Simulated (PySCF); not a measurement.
## Relaxation of quintet [RuF3]+

All numbers come from PySCF, UB3LYP, basis Ru def2-SVP with ECP28, F def2-SVP (scalar-relativistic core potentials, no spin–orbit coupling, density fitting). A (50,194) grid was used.

A start at or just off a symmetric point, pushed along the force that breaks its symmetry, of C2v symmetry, free to break it:

```xyz
4
charge 1 multiplicity 5, angstrom
Ru   -0.0087    0.0000    0.0000
F     1.7744   -0.0001    0.0000
F    -0.8637    1.6238    0.0000
F    -0.8638   -1.6237    0.0000
```

Optimiser trace:
```tsv
step	E − E(last) (kJ/mol)	largest gradient (Eh/bohr)
0	43.36	0.03334
1	26.78	0.02080
2	3.68	0.01556
3	0.05	0.00160
4	0.02	0.00111
5	0.00	0.00018
6	0.00	0.00025
```

It ends at C2v with Ru–F 1.786 Å, Ru–F 1.814 Å (×2); F–Ru–F 101.0° (×2), F–Ru–F 158.1°. A frequency run shows a minimum.

With open d or f shells other occupations or spin states may lie lower.
